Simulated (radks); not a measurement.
Question: The mean radii <r> (bohr) of the occupied orbitals of an atom or ion are listed with their occupations. Calculated with a radial shooting solver on a logarithmic mesh with Libxc functionals: scalar-relativistic Kohn-Sham, r2SCAN, spin-polarised, spherical densities, finite nucleus; meta-GGA in the generalised Kohn-Sham scheme; Fermi nuclear charge, rms radius of each element as measured or else 0.836 A^(1/3) + 0.57 fm.

| orbital | occ. | <r> |
|---|---|---|
| 1s up | 1 | 0.02191 |
| 1s down | 1 | 0.02191 |
| 2s down | 1 | 0.09326 |
| 2s up | 1 | 0.09326 |
| 2p up | 3 | 0.08238 |
| 2p down | 3 | 0.08237 |
| 3s up | 1 | 0.2441 |
| 3s down | 1 | 0.2439 |
| 3p up | 3 | 0.2429 |
| 3p down | 3 | 0.2425 |
| 3d up | 5 | 0.2214 |
| 3d down | 5 | 0.2210 |
| 4s up | 1 | 0.5533 |
| 4s down | 1 | 0.5532 |
| 4p up | 3 | 0.5855 |
| 4p down | 3 | 0.5855 |
| 4d up | 5 | 0.6364 |
| 4d down | 5 | 0.6376 |
| 5s up | 1 | 1.317 |
| 5s down | 1 | 1.355 |
| 5p up | 3 | 1.525 |
| 5p down | 3 | 1.566 |
| 4f up | 7 | 0.8417 |
| 6s up | 1 | 3.535 |
| 6p up | 1 | 4.249 |

Name the element and its charge. Open shells, if any, are filled with parallel spins first.

Answer: Z = 64, gadolinium, charge +1: Gd+ in [Xe] 4f7 6s1 6p1. The 1s radius gives Z: for a bare nucleus <r> = (2 gamma + 1)/(2Z) with gamma = sqrt(1 - (Z/c)^2), 0.02163 bohr for Z = 64, and screening makes it slightly larger (0.02191 here). The occupations add up to 63, and the charge is Z minus that.
